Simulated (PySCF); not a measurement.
**Al²⁺ (aluminium, charge +2): M06-L calculation**

Configuration: [Ne] 3s1, 2S determinant. All numbers are calculated (PySCF 2.14, the non-relativistic Hamiltonian (point nucleus), in def2-TZVP).

- Total energy: -241.4454 hartree
- One-electron energy: -327.3585 hartree
- Hartree (Coulomb) energy: 104.0148 hartree
- Exchange-correlation energy: -18.1017 hartree
- Kinetic energy: 240.88563 hartree
- ⟨S²⟩: 0.7504
- ⟨L²⟩: 0.000
- Sum of ⟨r⟩: 7.295 bohr
- Sum of ⟨r²⟩: 9.231 bohr²
- Density at the nucleus (Gaussians lack the cusp): 1350 bohr⁻³
- Spin density at the nucleus: 3.30 bohr⁻³
- Langevin diamagnetic susceptibility: -7.31 ×10⁻⁶ cm³/mol
- Time after the integrals: 0.27 s of wall time on 1 thread of Intel(R) Xeon(R) Platinum 8559C (shared host)

```
shell  electrons  mean orbital energy (eV)  rms radius, mean of both spins (bohr)
 1s α          1                   -1539.3                                  0.140
 1s β          1                   -1539.1                                  0.140
 2s α          1                   -132.82                                  0.679
 2s β          1                   -132.72                                  0.679
 2p α          3                   -92.200                                  0.675
 2p β          3                   -92.046                                  0.675
 3s α          1                   -24.340                                   2.35
```
